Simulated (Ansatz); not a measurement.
Relaxation of ClF3H4OSiTi (11 atoms, charge 0, multiplicity 1), to a largest force component of 0.03 eV/Å in at most 50 steps.

All numbers below come from RHF/def2-SVP (Ansatz 0.2.0).

```xyz
11
Properties=species:S:1:pos:R:3:forces:R:3
Ti 0.202 -0.513 -0.570 0.45 -1.01 0.88
O 0.071 -0.404 2.533 0.56 -1.09 -0.35
Si -1.246 -0.170 3.527 0.05 -0.05 -0.04
H -2.292 -1.182 3.250 0.03 0.03 0.02
H -0.844 -0.281 4.949 -0.02 0.01 -0.04
H -1.753 1.184 3.240 0.01 -0.01 0.01
F 1.153 0.876 -0.286 -0.03 -0.03 -0.01
F -1.442 -0.268 -0.148 0.07 -0.01 -0.03
F 0.211 -0.737 -2.262 0.00 0.00 0.05
Cl 1.120 -2.452 0.332 -0.48 1.01 -0.62
H 0.540 -1.253 2.534 -0.64 1.15 0.13
```

Task: Where does it end, and by what steps?

Result: It converged. After 9 steps the energy has fallen by 0.497 eV; F9 moved furthest, 0.55 Å. Joined: Ti1–O2 (3.11 → 2.23 Å).

| step | energy less start (eV) | largest force component (eV/Å) | accepted |
| --- | --- | --- | --- |
| 0 | 0.0000 | 1.149 | yes |
| 1 | -0.1977 | 0.641 | yes |
| 2 | -0.3599 | 0.788 | yes |
| 3 | -0.4007 | 1.346 | yes |
| 4 | -0.4835 | 0.370 | yes |
| 5 | -0.4918 | 0.134 | yes |
| 6 | -0.4956 | 0.161 | yes |
| 7 | -0.4968 | 0.048 | yes |
| 8 | -0.4969 | 0.043 | yes |
| 9 | -0.4972 | 0.011 | yes |

```xyz
11
Properties=species:S:1:pos:R:3
Ti 0.119 -0.553 -0.065
O 0.031 -0.656 2.165
Si -1.243 -0.162 3.192
H -2.348 -1.126 3.099
H -0.673 -0.163 4.553
H -1.642 1.186 2.776
F 1.091 0.846 0.187
F -1.588 -0.347 0.247
F 0.036 -0.542 -1.781
Cl 1.203 -2.510 0.183
H 0.733 -1.172 2.542
```

Run time: 16 s on 4 threads of Intel(R) Xeon(R) 6975P-C (Granite Rapids) (shared host), peak memory 0.47 GiB.
